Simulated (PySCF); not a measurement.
# Electron correlation in Cr¹³⁺ (chromium, charge +13)

Starting occupation: [Ne] 3s1, 3s1/2 with m_j = +1/2. All numbers are calculated (PySCF 2.14, X2C-1e with screened-nucleus spin-orbit coupling, Gaussian nucleus, in an even-tempered Gaussian basis (19 s from 1 bohr⁻², ratio 2.4; 13 p from 1.3 bohr⁻², ratio 2.4; 5 d from 4.6 bohr⁻², ratio 2.6; 4 f from 6.9 bohr⁻², ratio 2.6)). Frozen: 1s2; 9 electrons correlated; the 52 highest virtual spinors left out.

MP2 pair energies summed by pair of shells (mhartree):

```json
{"pair": "2p1/2-2p3/2", "energy": "-96.01", "share (%)": "30.9"}
{"pair": "2p3/2-2p3/2", "energy": "-91.05", "share (%)": "29.3"}
{"pair": "2p3/2-2s1/2", "energy": "-42.43", "share (%)": "13.6"}
{"pair": "2p1/2-2p1/2", "energy": "-21.64", "share (%)": "7.0"}
{"pair": "2p1/2-2s1/2", "energy": "-21.35", "share (%)": "6.9"}
{"pair": "2p3/2-3s1/2", "energy": "-16.29", "share (%)": "5.2"}
{"pair": "2s1/2-2s1/2", "energy": "-10.70", "share (%)": "3.4"}
{"pair": "2p1/2-3s1/2", "energy": "-7.70", "share (%)": "2.5"}
{"pair": "2s1/2-3s1/2", "energy": "-3.78", "share (%)": "1.2"}
```

Total MP2 correlation energy: -310.94 mhartree.
